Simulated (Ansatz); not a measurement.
`F[SiH][SiH2]F`• → 2 F• + 3 H• + 2 Si•  (atomization)

Gas-phase electronic energies from Ansatz, PBE0-D4/def2-TZVP geometries. CCSD(T)/CBS is the MP2 limit (def2-TZVPP, def2-QZVPP) plus CCSD(T) − MP2 in def2-TZVPP, frozen cores. This one scheme is used for every species, atoms too. For atomizations the MP2-based limit and the directly extrapolated one differ by several kJ/mol either way, and by 10 to 25 for some Ge, Se and Sn compounds, so smaller differences from it don't rank the levels. Functionals use def2-TZVPP. B3LYP here is the variant with VWN-RPA as its local correlation; programs differ in this. HSE06 is defined as in plane-wave codes. No spin–orbit coupling; open shells (•) take unrestricted orbitals. Spin–orbit coupling would lower the free atoms: a little for F, Si. One conformer a species, not always the lowest.

`F[SiH][SiH2]F`•:

Z-matrix (Å, degrees):
```
Si
Si 1 2.353
F 1 1.605 2 106.6
H 1 1.484 2 109.6 3 -117.6
H 1 1.487 2 114.6 3 118.7
F 2 1.611 1 108.9 3 168.0
H 2 1.492 1 115.3 3 -71.8
```

| level | ΔE (kJ/mol) | difference from CCSD(T)/CBS |
| --- | --- | --- |
| LDA (SPW92) | 2594.7 | 289.3 |
| PBE-D4 | 2304.3 | -1.1 |
| revPBE-D4 | 2250.0 | -55.4 |
| BLYP-D4 | 2286.7 | -18.7 |
| r2SCAN-D4 | 2308.6 | 3.2 |
| B97M-V | 2308.2 | 2.8 |
| PBE0-D4 | 2263.4 | -42.0 |
| B3LYP-D4 | 2287.8 | -17.6 |
| r2SCANh-D4 | 2289.6 | -15.8 |
| HSE06-D4 | 2264.4 | -41.0 |
| BHLYP-D4 | 2230.0 | -75.4 |
| CAM-B3LYP-D4 | 2309.0 | 3.6 |
| ωB97X-V | 2312.8 | 7.4 |
| ωB97M-V | 2290.1 | -15.3 |
| PBE-QIDH | 2261.9 | -43.5 |
| PBE | 2291.0 | -14.4 |
| revPBE | 2213.2 | -92.2 |
| BLYP | 2257.8 | -47.6 |
| r2SCAN | 2305.6 | 0.2 |
| PBE0 | 2252.2 | -53.2 |
| B3LYP | 2266.1 | -39.3 |
| r2SCANh | 2286.3 | -19.1 |
| r2SCAN0 | 2259.1 | -46.3 |
| HSE06 | 2253.9 | -51.5 |
| BHLYP | 2211.9 | -93.5 |
| LC-ωPBE | 2285.5 | -19.9 |
| HF/def2-SVP | 1664.3 | -641.1 |
| MP2/def2-SVP | 2130.7 | -174.7 |
| CCSD/def2-SVP | 2069.4 | -236.0 |
| CCSD(T)/def2-SVP | 2086.3 | -219.1 |
| HF/def2-TZVPP | 1733.8 | -571.6 |
| MP2/def2-TZVPP | 2279.6 | -25.8 |
| CCSD/def2-TZVPP | 2203.9 | -101.5 |
| CCSD(T)/def2-TZVPP | 2231.4 | -74.0 |
| HF/def2-QZVPP | 1744.0 | -561.4 |
| MP2/def2-QZVPP | 2325.6 | 20.2 |
| SCS-MP2/def2-QZVPP | 2313.5 | 8.1 |
| HF/CBS(def2) | 1745.5 | -559.9 |
| MP2/CBS(def2) | 2353.6 | 48.2 |
| CCSD/CBS(def2) | 2277.9 | -27.5 |
| CCSD(T)/CBS | 2305.4 | 0 |

Largest T1 diagnostic among the species: 0.015.

At CCSD(T), def2-SVP lies −219.1 kJ/mol from the extrapolated value and def2-TZVPP −74.0 kJ/mol: correlation converges slowly with the basis, and small sets miss more of it in the bonded molecule than in its fragments. From PBE to PBE0 (25 % exact exchange), in def2-TZVPP and without D4, ΔE moves by −38.8 kJ/mol: exact exchange takes away binding that semilocal exchange gives to molecules. Leaving LDA and LC-ωPBE aside and taking each functional with its dispersion term where it has one, the values spread over 82.8 kJ/mol, from BHLYP-D4 to ωB97X-V. LDA lies +303.7 kJ/mol from PBE without D4, its usual overbinding.
